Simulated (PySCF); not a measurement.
Species: C₂H₇BO₄S.
Cartesian coordinates in Å at the PBE0-D3(BJ)/def2-SVP level; atoms count from 1:
```
atom  x, y, z in Å
C1    -1.618    0.073    1.021
S2    -0.730   -0.691   -0.322
O3    -1.697   -1.121   -1.321
O4     0.178   -1.691    0.279
C5     0.303    0.603   -0.971
B6     1.483    1.022    0.025
O7     1.949    2.291   -0.083
O8     1.991    0.164    0.931
H9    -2.219   -0.735    1.458
H10   -2.269    0.862    0.623
H11   -0.903    0.461    1.757
H12   -0.336    1.439   -1.287
H13    0.725    0.146   -1.882
H14    2.681    2.445    0.525
H15    1.552   -0.711    0.872
```

All values: CAM-B3LYP/def2-SVPD (PySCF, non-relativistic), on one gas-phase PBE0-D3(BJ)/def2-SVP geometry that isn't relaxed in the solvent. The solvent is an IEF-PCM continuum (Bondi radii, 1.10 Å for H, scaled by 1.2), and excitations are vertical TDDFT with non-equilibrium linear response and a frozen core. Only the electrostatic response of the medium enters.

Gas-phase singlets (H = HOMO, L = LUMO):

| state | E (eV) | λ (nm) | f | leading configurations |
| --- | --- | --- | --- | --- |
| S1 | 7.859 | 158 | 0.018 | H→L 57%, H→L+1 24% |
| S2 | 8.277 | 150 | 0.013 | H-1→L 59%, H-1→L+1 17% |
| S3 | 8.379 | 148 | 0.051 | H→L+2 43%, H→L+3 19% |
| S4 | 8.399 | 148 | 0.003 | H-4→L 32%, H-3→L 23% |
| S5 | 8.460 | 147 | 0.062 | H→L+5 40%, H→L 26% |

**Question.** What are the lowest 5 singlets in chloroform (ε = 4.711)?

**Answer.** 
```tsv
state	E (eV)	λ (nm)	f	leading configurations	change by rank (eV)
S1	7.946	156	0.031	H→L 53%, H→L+1 28%	+0.087
S2	8.443	147	0.022	H-1→L 54%, H-1→L+1 22%	+0.166
S3	8.515	146	0.080	H→L+2 37%, H→L+4 33%	+0.136
S4	8.537	145	0.006	H-2→L 36%, H-3→L 33%	+0.138
S5	8.653	143	0.069	H→L 29%, H→L+6 27%	+0.193
```

**Question.** How does the list change in methanol (ε = 32.61)?

**Answer.** 
| state | E (eV) | λ (nm) | f | leading configurations | change by rank (eV) |
| --- | --- | --- | --- | --- | --- |
| S1 | 7.956 | 156 | 0.033 | H→L 53%, H→L+1 27% | +0.097 |
| S2 | 8.483 | 146 | 0.022 | H-1→L 56%, H-1→L+1 23% | +0.206 |
| S3 | 8.571 | 145 | 0.059 | H→L+4 36%, H→L+2 17% | +0.192 |
| S4 | 8.582 | 144 | 0.019 | H-2→L 37%, H-3→L 20% | +0.183 |
| S5 | 8.702 | 142 | 0.018 | H-3→L 28%, H-2→L+1 13% | +0.242 |

**Question.** The ground-state energy changes by -0.588 eV from gas to methanol. By how much does the total energy of gas-phase S2 change?

**Answer.** E(S2) = E(S0) + excitation energy, so it changes by -0.588 + 0.206 = -0.382 eV: it is lowered less than the ground state, which is what a blue shift means. This is the vertical state, with the slow part of the continuum still set for S0.

**Question.** How do the frontier levels move from gas to methanol?

**Answer.** 
```csv
orbital,gas (eV),solvent (eV),change (eV)
LUMO+2,1.47,1.71,+0.24
LUMO+1,1.13,1.37,+0.24
LUMO,0.38,0.68,+0.30
HOMO,-10.16,-10.11,+0.05
HOMO-1,-10.51,-10.63,-0.12
HOMO-2,-10.97,-10.96,+0.01
HOMO-3,-11.20,-11.14,+0.06
```

The HOMO–LUMO gap goes from 10.54 to 10.79 eV. Rows go by rank; for HOMO-3, HOMO-2, LUMO+1 and LUMO+2 the atom shares or the degeneracy differ between the runs, so the row needn't follow one orbital.
